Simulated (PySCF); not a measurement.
SMILES FC(F)(F)c1ccc(B)cc1 at its GFN2-xTB optimised geometry (Å):

```
17

B     -1.5430    -2.4931     0.0008
C     -0.7342    -1.1692     0.0000
C     -1.3740     0.0779    -0.0008
C     -0.6623     1.2619    -0.0006
C      0.7264     1.2216     0.0042
C      1.5083     2.5039    -0.0277
F      1.7440     2.9174    -1.2900
F      2.7105     2.3983     0.5592
F      0.8743     3.5173     0.5825
C      1.3961     0.0045     0.0000
C      0.6674    -1.1692     0.0000
H     -0.9824    -3.5173     0.0042
H     -2.7105    -2.4620    -0.0018
H     -2.4529     0.1142    -0.0021
H     -1.1721     2.2136     0.0012
H      2.4756    -0.0149     0.0023
H      1.1922    -2.1126    -0.0005
```

Level of theory: PBE0/def2-SVP (PySCF).

Map of the log10 of the electron density (e/bohr³), floored at −4 on the plane z = 1.0 Å:

```
|                         |
|                         |
|             :::         |
|           .-+++-        |
|           -+#%#=::      |
|         ..-*@@#+++-.    |
|        .:--+#%#*##+-    |
|       .:====+**#@@*-    |
|       .-=++++++*%%*-    |
|      .:-+*****++**=:    |
|      :-=+*****+==-:     |
|     .-=+**+++**+=-.     |
|     :-++**+=+***+-:     |
|     .-=+**++***+=-.     |
|     .:-=+*****+=-:      |
|     :-==+*****+-:       |
|    .-=+++*++++=-.       |
|    .-=++++=-===:.       |
|    .:==+++=-:::.        |
|     .:-=++=-..          |
|      .:-==-:.           |
|        .:::.            |
|          .              |
|                         |
|                         |
```
Scale: ten equal steps from -4.00 (start of ' ') to -0.118 (end of '@'), in the order ' .:-=+*#%@'; x runs from -6.00 to 6.00, y from -6.00 (bottom) to 6.00 (top).
